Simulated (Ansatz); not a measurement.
The cluster Sn₅Au, 6 atoms. Hardware: 6 threads of Intel Xeon on a shared host.

In the def2 sets Au, Sn take a core potential; there is no spin–orbit coupling. Correlated methods freeze 20 core orbitals; core or outer-core shells of Au, Sn are correlated, in sets that lack core-valence functions.

**Question.** How many basis functions does each of these Ansatz runs have, and roughly what does it cost? HSE06-D4/def2-TZVP, charge -1 singlet at the geometry of the charge 0 doublet, energy, from earlier orbitals; HSE06-D4/def2-TZVP, charge 1 triplet at the geometry of the charge 0 doublet, energy, from earlier orbitals; PBE-D4/def2-TZVP, charge 1 triplet at the geometry of the charge 0 doublet, energy, from earlier orbitals; PBE-D4/def2-SVP, charge 0 doublet, energy, from earlier orbitals; PBE0-D4/def2-SVP, charge 0 doublet, energy, from earlier orbitals; HSE06-D4/def2-TZVP, charge 1 singlet at the geometry of the charge 0 doublet, energy, from earlier orbitals; revPBE-D4/def2-TZVP, charge 0 doublet, energy, from earlier orbitals; PBE0-D4/def2-TZVP, charge -1 singlet at the geometry of the charge 0 doublet, energy; MP2/def2-TZVP, charge 0 doublet, energy, from earlier orbitals; HSE06-D4/def2-TZVP, charge 0 doublet, energy and forces, from earlier orbitals; PBE0-D4/def2-TZVP, charge 1 triplet at the geometry of the charge 0 doublet, energy; PBE0-D4/def2-SVP, charge 0 doublet, energy with a search over starts.

**Answer.** Other jobs shared the machine, so times can vary by a factor of up to 3. A dash marks memory too small to be measured apart from the calling script's.

```csv
run,functions,fitting or Cholesky vectors,wall time,peak host memory (GiB)
"PBE-D4/def2-SVP, charge 0 doublet, energy, from earlier orbitals",162,1775,7 s,–
"revPBE-D4/def2-TZVP, charge 0 doublet, energy, from earlier orbitals",290,2298,13 s,0.78
"PBE0-D4/def2-SVP, charge 0 doublet, energy, from earlier orbitals",162,2036,14 s,0.99
"HSE06-D4/def2-TZVP, charge 1 singlet at the geometry of the charge 0 doublet, energy, from earlier orbitals",290,2716,17 s,2
"PBE0-D4/def2-TZVP, charge -1 singlet at the geometry of the charge 0 doublet, energy",290,2716,18 s,2
"HSE06-D4/def2-TZVP, charge -1 singlet at the geometry of the charge 0 doublet, energy, from earlier orbitals",290,2716,19 s,2
"PBE0-D4/def2-SVP, charge 0 doublet, energy with a search over starts",162,2036,29 s,0.99
"PBE-D4/def2-TZVP, charge 1 triplet at the geometry of the charge 0 doublet, energy, from earlier orbitals",290,2298,37 s,1.6
"HSE06-D4/def2-TZVP, charge 0 doublet, energy and forces, from earlier orbitals",290,2786,42 s,2.2
"MP2/def2-TZVP, charge 0 doublet, energy, from earlier orbitals",290,2786,66 s,2.2
"HSE06-D4/def2-TZVP, charge 1 triplet at the geometry of the charge 0 doublet, energy, from earlier orbitals",290,2716,3.4 min,2.3
"PBE0-D4/def2-TZVP, charge 1 triplet at the geometry of the charge 0 doublet, energy",290,2716,4.5 min,2.4
```
